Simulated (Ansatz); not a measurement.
Coupled-cluster diagnostics for the cluster Tl2H2, Ansatz.

Geometry of the singlet (PBE0-D4/def2-TZVP):

```tsv
atom	x (Å)	y (Å)	z (Å)
Tl1	-1.360	0.477	0.943
Tl2	1.360	-0.477	-0.943
H3	-0.744	-0.225	-0.960
H4	0.744	0.225	0.960
```

In the def2 sets Tl takes a core potential; there is no spin–orbit coupling. Correlated methods freeze 8 core orbitals; core or outer-core shells of Tl are correlated, in sets that lack core-valence functions. The structure comes from a short search, and lower isomers may exist.

Geometry of the charge 0 triplet (PBE0-D4/def2-TZVP):

```xyz
4

Tl    0.886    0.170    1.221
Tl   -0.885   -0.170   -1.221
H    -0.377   -1.223    0.444
H     0.377    1.223   -0.444
```

Geometry of the charge 0 quintet (PBE0-D4/def2-TZVP):

Cartesian coordinates in Å:
```
Tl 0.527 -1.424 -0.062
Tl -0.520 1.418 0.082
H 1.178 2.054 -0.323
H -1.185 -2.047 0.303
```

Task: Estimate the CCSD(T) correlation energy, the shares of MP2 and (T), T1 and the reference's ⟨S²⟩ for: charge 0, singlet, own geometry in def2-TZVPP; charge 0, singlet, own geometry in def2-TZVPD; charge 0, triplet, own geometry in def2-TZVPP; charge 0, quintet, own geometry in def2-TZVPP; charge 1, doublet, vertical in def2-TZVPP; charge -1, doublet, vertical in def2-TZVPD; and the rough time on 4 threads of Arm Neoverse V2 on a shared host.

Result: 
| state | basis | correlation (eV) | MP2 share (%) | (T) share (%) | T1 | ⟨S²⟩ (pure) | wall time | remarks |
| --- | --- | --- | --- | --- | --- | --- | --- | --- |
| charge 0, singlet, own geometry | def2-TZVPP | -20.141 | 103.3 | 2.4 | 0.016 | 0.00 (0.00) | 8 s | – |
| charge 0, singlet, own geometry | def2-TZVPD | -19.995 | 103.3 | 2.4 | 0.016 | 0.00 (0.00) | 9.5 s | – |
| charge 0, triplet, own geometry | def2-TZVPP | -20.170 | 103.4 | 2.9 | 0.017 | 2.05 (2.00) | 31 s | – |
| charge 0, quintet, own geometry | def2-TZVPP | -18.983 | 102.9 | 2.5 | 0.021 | 6.08 (6.00) | 32 s | – |
| charge 1, doublet, vertical | def2-TZVPP | -19.371 | 102.7 | 2.4 | 0.019 | 0.83 (0.75) | 28 s | spin-contaminated (⟨S²⟩ 0.83) |
| charge -1, doublet, vertical | def2-TZVPD | -20.548 | 103.0 | 2.8 | 0.019 | 0.76 (0.75) | 37 s | – |
Customary marks for T1 are 0.02 (closed shells), 0.045 (open shells) and about 0.05 (3d metals). T1 exceeds 0.02 in 1 of 6 rows and 0.045 in 0; the higher it lies, the less the single-reference result can be trusted.
